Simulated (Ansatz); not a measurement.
Ligands exchanged one at a time, Al Cl-I. Gas-phase values, no solvent. Strings in code marks are SMILES.

Quantity: vertical ionisation energy (energy after one electron is removed minus that of the parent at the parent's geometry), in eV.

Case: `[Cl][Al]([Cl])[I]`. Geometry of `[I][Al]([Cl])[Cl]` (neutral, multiplicity 1, Å):

```xyz
4

Cl    -1.0979     1.8110    -0.0068
Al    -0.0846     0.0017    -0.0005
Cl    -1.1712    -1.7645    -0.0067
I      2.3536    -0.0482     0.0140
```

Q: Predict the vertical ionisation energy (energy after one electron is removed minus that of the parent at the parent's geometry) from frozen-core CCSD(T)/def2-TZVPP // PBE0-D3(BJ)/def2-TZVP (Ansatz, a program for electronic structure).

A: 10.37 eV.
